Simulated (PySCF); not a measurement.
## Löwdin shares of the frontier orbitals

Species: C6H8F2.
Geometry (GFN2-xTB, Å), atoms numbered from 1 in this order:
```xyz
16
C6H8F2 angstrom
F      2.5592    0.5758    1.3322
C      2.1563    0.3644    0.0466
F      2.5942    1.4317   -0.6640
C      0.6736    0.2062   -0.0352
C     -0.1839    0.9904   -0.6714
C     -1.5940    0.5173   -0.5115
C     -1.4468   -0.8711    0.1380
C     -0.0089   -0.9255    0.6824
H      2.7023   -0.5246   -0.3156
H      0.0663    1.8736   -1.2321
H     -2.1175    0.4745   -1.4669
H     -2.1423    1.2097    0.1323
H     -2.1832   -1.0334    0.9219
H     -1.5830   -1.6462   -0.6161
H      0.0251   -0.7503    1.7607
H      0.4750   -1.8834    0.4872
```

Level of theory: PySCF 2.14.0, density-fitted response routines, TDDFT wB97X-D/def2-SVPD, vertical, gas phase, core orbitals frozen in the response.

Kohn–Sham orbitals with the atoms that hold most of them (Löwdin shares over 4%, at most four atoms; ? is withheld):

```csv
orbital,ε (eV),atoms
LUMO+2,2.94,"C2 13%, C6 13%, H9 12%, H12 9%"
LUMO+1,2.31,"C7 12%, C8 11%, C5 11%, C6 10%"
LUMO,1.70,?
HOMO,?,?
HOMO-1,-11.48,"F3 18%, C2 17%, F1 17%, C4 16%"
HOMO-2,-11.92,"C7 29%, H13 16%, C6 10%, C8 9%"
HOMO-3,-11.95,"C7 28%, C6 25%, C8 23%, H11 7%"
```

(1) Which atoms hold the HOMO, and with what shares?

(2) Which atoms hold the LUMO, and with what shares?

(3) What is the HOMO energy, and the HOMO–LUMO gap?

## Answers

(1) C4 (bonded to 3 C) 30%; C5 (bonded to 2 C and H) 28%; C6 (bonded to 2 C and 2 H) 9%; C8 (bonded to 2 C and 2 H) 8%.

(2) C5 (bonded to 2 C and H) 30%; C4 (bonded to 3 C) 26%; C2 (bonded to C, 2 F and H) 9%; C6 (bonded to 2 C and 2 H) 6%.

(3) ε(HOMO) = -9.21 eV; the gap is 10.91 eV (0.4010 hartree).

How does S1 compare with the orbital gap of 10.91 eV?

S1 is at 6.88 eV (f = 0.294), 4.03 eV below the gap, made of HOMO→LUMO (96%). Without the coupling terms of the response equations the lowest excitation would equal the gap.

Give energy, strength and leading configuration of S1, S2 and S3, and follow the Löwdin shares of the leading atoms from the occupied to the empty orbital.

- S1 (6.88 eV, f 0.294), HOMO→LUMO (96%): C4 30% → 26%, C5 28% → 30%
- S2 (7.32 eV, f 0.0039), HOMO→LUMO+1 (91%): C4 30% → at most 11%, C5 28% → 11%, C7 at most 9% → 12%, C8 8% → 11%
- S3 (8.09 eV, f 0.0017), HOMO-1→LUMO (88%): F3 18% → at most 6%, C2 17% → 9%, C5 at most 17% → 30%, C4 16% → 26%

Löwdin shares depend on the basis, the more so with diffuse functions.

One conformer stands for the species.
